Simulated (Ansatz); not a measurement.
Basis sets compared for Al3Sb3⁺ (the lowest doublet isomer of a short search). Charge 1, multiplicity 2. Geometry PBE0-D4/def2-SVP. Ansatz on 4 threads of Arm Neoverse N1 on a shared host; times are rough, and most runs start from earlier orbitals.

```csv
atom,x (Å),y (Å),z (Å)
Al1,-0.531,0.761,1.449
Al2,1.583,0.269,-0.437
Al3,-1.065,-0.860,-0.876
Sb4,-2.240,-1.127,1.362
Sb5,1.035,-1.494,-2.267
Sb6,1.218,2.452,0.770
```

In the def2 sets Sb takes a core potential; there is no spin–orbit coupling. At PBE0-D4/def2-SVP, PBE0-D4/def2-TZVP the charge 1 doublet is spin-contaminated (final ⟨S²⟩ up to 0.87, 0.75 for a pure state). The structure comes from a short search, and lower isomers may exist.

| level | functions | energy (Eh) | HOMO (eV) | LUMO (eV) | wall time |
| --- | --- | --- | --- | --- | --- |
| PBE-D4/def2-SVP | 132 | -1447.2943 | -9.11 | -8.69 | 7 s |
| PBE0-D4/def2-SVP | 132 | -1447.3791 | -9.74 | -8.11 | 13 s |

Task: Estimate the rows for PBE-D4/def2-TZVP, PBE0-D4/def2-TZVP.

Result: 
| level | functions | energy (Eh) | HOMO (eV) | LUMO (eV) | wall time |
| --- | --- | --- | --- | --- | --- |
| PBE-D4/def2-TZVP | 261 | -1447.5757 | -9.03 | -8.62 | 16 s |
| PBE0-D4/def2-TZVP | 261 | -1447.6566 | -9.64 | -8.02 | 65 s |
